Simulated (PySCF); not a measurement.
Delta-SCF ions had no search for a lower state. Excitations are Tamm–Dancoff values on a coarser integration grid. The basis has no diffuse functions, so Rydberg states are missing or too high.

# CH$_{3}$BO$_{2}$, SMILES `C(B)(O)=O` (charge 0, multiplicity 1)

All values below come from PySCF with M06-2X/def2-TZVP.

The HOMO is -9.77 eV and the dipole moment comes out as 1.50 D. The HOMO–LUMO gap is 8.56 eV and the LUMO comes out as -1.22 eV. The S1 excitation (TDA) is 5.10 eV. The S1 oscillator strength comes out as 0.019 and the T1 excitation (TDA) is 4.42 eV. The S1–T1 gap (TDA) is 0.69 eV and the vertical ionisation energy (Delta-SCF) comes out as 10.85 eV. The total energy comes out as -5855.68 eV and the cost comes out as very roughly 7 core-minutes.

```xyz
7

B     -1.1326     0.0331     0.1627
C      0.3956     0.1128    -0.1994
O      0.7243     0.8672    -1.0802
O      1.2673    -0.6487     0.4734
H     -1.5717     0.7944     0.9559
H     -1.8225    -0.7190    -0.4374
H      2.1531    -0.4683     0.1177
```
Charge 0, spin multiplicity 1.
